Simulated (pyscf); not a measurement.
## H₃Si–AlH–PH₂, singlet

Gas-phase minimum from PySCF at ωB97X-D3(BJ)/def2-SVP, one conformer. 

```xyz
9

Si    -0.7067    -1.5363     0.5196
Al    -1.0026     0.8137    -0.0629
P     -0.4858     2.4490     1.4884
H     -1.9435    -2.3365     0.2572
H      0.3940    -2.1345    -0.3015
H     -0.3403    -1.7100     1.9592
H     -1.6350     1.2622    -1.4495
H      0.7121     1.8330     1.9497
H      0.1424     3.3358     0.5687
```

Bonds (Å): Si1–Al2 2.439, Si1–H4 1.496, Si1–H5 1.498, Si1–H6 1.496, Al2–P3 2.313, Al2–H7 1.589, P3–H8 1.424, P3–H9 1.424. Bond angles (°): Al2–Si1–H4 111.9, Al2–Si1–H5 110.1, Al2–Si1–H6 111.8, H4–Si1–H5 107.3, H4–Si1–H6 108.0, H5–Si1–H6 107.5, Si1–Al2–P3 119.6, Si1–Al2–H7 121.9, P3–Al2–H7 118.4, Al2–P3–H8 95.7, Al2–P3–H9 96.1, H8–P3–H9 96.2.

Properties at ωB97X-D3(BJ)/def2-SVP:

```json
{
 "harmonic_wavenumbers_unscaled": "22, 92, 145, 345, 361, 418, 427, 474, 542, 582, 697, 885, 950, 954, 1105, 1941, 2219, 2228, 2233, 2448, 2462 cm⁻¹",
 "zero_point_energy": "30.8 kcal/mol",
 "rotational_symmetry_number": "1",
 "Entropy of this conformer at 298 K and 1 atm, rigid rotor and harmonic oscillator, modes under 100 cm⁻¹ raised to 100": "344.6 J/(mol K)",
 "dipole_moment": "0.88 D"
}
```

Single-point totals, which compare only within one level (frozen core for MP2 and CC):

```json
[
 {"level": "ωB97X-D3(BJ)/def2-TZVP", "total energy (hartree)": "-876.97903"},
 {"level": "PBE/def2-TZVP", "total energy (hartree)": "-876.43724"},
 {"level": "r²SCAN/def2-TZVP", "total energy (hartree)": "-876.81074"},
 {"level": "B3LYP-D3(BJ)/def2-TZVP", "total energy (hartree)": "-876.98010"},
 {"level": "PBE0-D3(BJ)/def2-TZVP", "total energy (hartree)": "-876.53130"},
 {"level": "M06-2X/def2-TZVP", "total energy (hartree)": "-876.81800"},
 {"level": "ωB97M-D3(BJ)/def2-TZVP", "total energy (hartree)": "-877.01748"},
 {"level": "HF/def2-TZVPP", "total energy (hartree)": "-875.10367"},
 {"level": "MP2/def2-TZVPP", "total energy (hartree)": "-875.46984"},
 {"level": "CCSD/def2-TZVPP", "total energy (hartree)": "-875.53086"},
 {"level": "CCSD(T)/def2-TZVPP", "total energy (hartree)": "-875.54697"}
]
```

The lowest mode is so soft that the shape along it may change with the basis. Soft torsions are taken as harmonic, which can shift the entropy by several J/(mol K). The CCSD(T) − MP2 part came from Ansatz, without density fitting, on the same reference.
